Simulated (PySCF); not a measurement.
**Correlation energy of Zn¹³⁺ (zinc, charge +13)**

[Ne] 3s2 3p5, 2P determinant. All numbers are calculated (PySCF 2.14, no relativity, point nucleus, in an even-tempered Gaussian basis (17 s from 0.81 bohr⁻², ratio 2.5; 11 p from 1.1 bohr⁻², ratio 2.5; 5 d from 7 bohr⁻², ratio 2.7; 4 f from 11 bohr⁻², ratio 2.7)). Frozen: 1s2; 15 electrons correlated; the 17 highest virtual orbitals of each spin left out.

| level | correlation energy (mhartree) |
| --- | --- |
| CCSD | -565.96 |
| (T) | -3.03 |
| CCSD(T) | -568.99 |

Diagnostics: T1 = 0.0019, D1 = 0.0078, largest double amplitude 0.035.

Problem. Is a single reference adequate?

Solution. Yes, within this model without spin-orbit coupling: T1 lies below 0.03 and no double amplitude reaches 0.07.
